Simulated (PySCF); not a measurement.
# NMR data sheet: C7H11ClSi

- Formula: C7H11ClSi
- SMILES: C=C[C@](C)(Cl)C1=C[SiH2]C1
- Point group of the computed structure: C1
- Degrees of unsaturation: 3
- Carbon signals: 7
- Proton signals: 9

Mapped SMILES: `[CH2:1]=[CH:2][C@:3]([CH3:4])([Cl:5])[C:6]1=[CH:7][SiH2:8][CH2:9]1`; H(Xn) means a hydrogen on atom n. Ha(C1) is cis to C3; Ha(Si8), Ha(C9) are pro-R; Hb(Si8), Hb(C9) are pro-S; Hb(C1) is trans to C3.

No solvent model, no relativistic terms, one averaged value for each set of equivalent atoms, one conformer. NMR shieldings at PBE0/pcSseg-1/GIAO; geometry from GFN2-xTB; PySCF 2.14.0 with density-fitted response routines.

References, each an isolated molecule treated in the same way: TMS for $^{1}$H (31.72 ppm), $^{13}$C (186.93 ppm), $^{29}$Si (349.16 ppm).

| carbon | δC, type | δH (multiplicity) | HMBC from (2–3 bonds) | span of the C tensor (ppm) |
| --- | --- | --- | --- | --- |
| C1 | 119.6, CH2 | Hb(C1) 5.54 (m); Ha(C1) 5.50 (m) | H(C2) | 214 |
| C2 | 151.3, CH | 6.68 (m) | Hb(C1), Ha(C1), H(C4) | 228 |
| C3 | 73.8, C | – | H(C2), H(C7), Hb(C1), Ha(C1), Hb(C9), Ha(C9), H(C4) | 45 |
| C4 | 26.6, CH3 | 1.80 (s) | H(C2) | 42 |
| C6 | 174.9, C | – | H(C2), H(C7), Hb(Si8), Ha(Si8), Hb(C9), Ha(C9), H(C4) | 239 |
| C7 | 135.0, CH | 5.91 (m) | Hb(Si8), Ha(Si8), Hb(C9), Ha(C9) | 193 |
| C9 | 17.2, CH2 | Ha(C9) 1.96 (m); Hb(C9) 2.47 (m) | H(C7), Hb(Si8), Ha(Si8) | 32 |

Other nuclei:
```
  atoms    nucleus                                                environment  δ (ppm)  σ (ppm)
Hb(Si8)    $^{1}$H  hydrogen on a silicon bonded to 2 C, in a 4-membered ring     4.76    26.95
Ha(Si8)    $^{1}$H  hydrogen on a silicon bonded to 2 C, in a 4-membered ring     4.76    26.96
    Si8  $^{29}$Si           silicon bonded to 2 C, 2 H, in a 4-membered ring    -55.3    404.5
```

Carbon types of the structure: 2 × C, 2 × CH, 2 × CH2, 1 × CH3, leaving 2 H on heteroatoms. δC 174.9: fully substituted alkene carbon. δC 151.3, 135.0: alkene CH; as expected for a trigonal carbon in a double bond. δC 119.6: terminal =CH2 carbon; as expected for a trigonal carbon in a double bond. δC 73.8: allylic fully substituted sp3 carbon bonded to Cl; pulled downfield by the heteroatom. δH 5.54, 5.50: hydrogen on a terminal =CH2 carbon; attached to an sp2 carbon and in the plane of the double bond.

Carbons that carry Cl, above all several Cl atoms, come out too deshielded, partly because spin–orbit coupling is missing. Shifts are as computed. Against solution values, carbons near 30 ppm lie about +3 ppm off and those near 130 ppm about +5 ppm; carbons on Cl a further +6 ppm. Of 1211 compounds with measured shifts, 218 miss one by over three times the rms of a fit or turn the order of signals round; such compounds aren't used in these exercises. Multiplicities follow the n + 1 count of equivalent neighbours, as no J values were calculated; m marks all less simple cases, F and P coupling included.
